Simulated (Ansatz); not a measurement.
Cartesian coordinates in Å:
```
N -0.488 -1.112 1.354
Ga 0.660 -0.401 0.145
C -0.118 0.830 -1.196
Cl 0.369 2.470 -0.634
H -0.198 -1.672 2.137
H -1.471 -0.900 1.391
H 2.175 -0.746 0.243
H -1.206 0.818 -1.236
H 0.276 0.713 -2.204
```

Charge 0, multiplicity 1.

(1) List the r2SCAN/def2-TZVPP orbital energies in eV (Ansatz 0.2.0). (Best estimate.)

Answers

(1) Computed: Occupied: -10121.91, -2753.20, -1244.11, -1100.56, -1100.44, -1100.43, -384.86, -274.24, -254.55, -193.16, -192.91, -192.91, -147.73, -100.70, -100.38, -100.38, -22.07, -21.99, -20.27, -20.15, -20.15, -20.07, -19.81, -16.85, -12.23, -11.78, -11.23, -10.59, -9.17, -8.19, -7.32, -6.59, -6.37. Lowest empty: -1.25, -0.10, 0.66, 1.11, 1.95, 2.58, 3.09, 3.61.
